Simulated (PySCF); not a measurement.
# Kr: excitation energy

Kr [Kr] (1S) → Kr [Ar] 3d10 4s2 4p5 5s1 (3P), as a difference of total energies. Computed with PySCF 2.14 in aug-cc-pVQZ-PP with ECP10MDF, with scalar relativity through the core potential. Correlated levels: valence: 3s2 3p6 3d10 frozen. The calculations carry no spin-orbit coupling.

```tsv
method	excitation energy (cm⁻¹)
UHF	77108
MP2 (valence)	82749
SCS-MP2 (valence)	82974
CCSD (valence)	81951
CCSD(T) (valence)	82070
```

The promoted electron is Rydberg-like, and one or two diffuse shells describe it only roughly, which tends to raise the upper state.
